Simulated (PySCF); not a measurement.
# State search for SiSb

Unrestricted PBE0; PySCF, scalar-relativistic core potentials, basis sets Si cc-pV(T+d)Z, Sb cc-pVTZ-PP with ECP28. Outer shells of the fragments: Si 3s2 3p2; Sb 4d10 5s2 5p3.

Followed along the bond (rough minima from three points):

```
2Ms+1   unpaired  ⟨S²⟩ at the start  R at minimum (Å)  Te (eV)
    2        π ↑               0.77              2.38     0.00
    2        σ ↑               0.76              2.27     0.21
    4  σ ↑, π ↑↑               3.76              2.49     1.57
    4      π ↑↑↑               3.76  none in the scan   ≤ 1.21
    2      π ↑↑↓               1.77  none in the scan   ≤ 1.53
```

Solutions found at the starting distance of 2.480 Å, counted from the lowest of them; the search is not exhaustive and high or unbound solutions are not listed, so other states can lie among these:

| 2Ms+1 | unpaired | term | E (eV) | ⟨S²⟩ | ⟨Lz²⟩ | μ (D) |
| --- | --- | --- | --- | --- | --- | --- |
| 2 | π ↑ | ²Π | 0.00 | 0.77 | 1.01 | -0.12 |
| 2 | σ ↑ | ²Σ⁺ | 0.45 | 0.76 | 0.00 | -0.36 |
| 4 | π ↑↑↑ | ⁴Π | 1.26 | 3.76 | 1.01 | 0.83 |
| 4 | σ ↑, π ↑↑ | mixed | 1.49 | 3.76 | 2.02 | 0.15 |
| 2 | π ↑↑↓ | mixed | 1.58 | 1.77 | 3.04 | 0.83 |
| 2 | σ ↓, π ↑↑ | mixed | 1.89 | 1.78 | 2.02 | 0.26 |

A term symbol is given only where ⟨S²⟩ and ⟨Lz²⟩ are close to those of a pure state; real π, δ and φ orbitals otherwise mix terms. A positive dipole means Si(−)Sb(+).

Question: Compare the gap between the two lowest followed solutions at the starting distance with the gap between their minima.

Answer: At PBE0 the second solution (doublet, unpaired electrons σ ↑) lies +0.45 eV from the first (doublet, unpaired electrons π ↑) at 2.480 Å and +0.21 eV at the minima; the two curves relax by different amounts, since their minima lie near 2.27 and 2.38 Å.

Spin–orbit coupling is left out. Counting both spins, an empty level lies below a filled one in some of these solutions, because spin and occupation are held.
